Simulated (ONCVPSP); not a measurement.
# Configuration tests for nickel (Ni) (ONCV)

ONCVPSP 4.0.1 input, shortened (lines: element, Z, core and valence counts, functional; n l f; lmax; l rc ep ncon nbas qcut; lloc lpopt rc5 dvloc0; l nproj debl; icmod fcfact rcfact), PBEsol, fully relativistic:

```
  Ni 28.00    3    5  -116133      upf
    1    0    2.00
    2    0    2.00
    2    1    6.00
    3    0    2.00
    3    1    6.00
    3    2    8.00
    4    0    1.50
    4    1    0.50
    2
    0    1.20    0.00    4    7    9.30
    1    1.20    0.00    4    8   13.00
    2    1.60    0.00    5   10   10.80
    4    2    0.95    0.00
    0    2    3.90
    1    2    0.90
    2    1    2.00
    3    5.00    1.50
```

Open shells are filled in proportion to 2j + 1.

Energies are relative to the spin-unpolarised reference configuration 3s2 3p6 3d8 4s1.5 4p0.5; without spin polarisation the order of configurations can differ from experiment.

```
valence configuration  charge  ΔE all-electron (eV)  error AE − PS (meV)
  3s2 3p6 3d8 4s2 4p0       0                -2.275                 +0.1
  3s2 3p6 3d8 4s1 4p0      +1                 7.062                 +1.1
```

(1) What are ΔE and the potential's error for 3s2 3p6 3d8 4s0 4p0?

(2) What are ΔE and the potential's error for 3s2 3p6 3d7 4s2 4p1?

## Answers

(1) ΔE = 24.324 eV all-electron; the error (AE − PS) is +7.7 meV.

(2) ΔE = 8.302 eV all-electron; the error (AE − PS) is +42 meV.
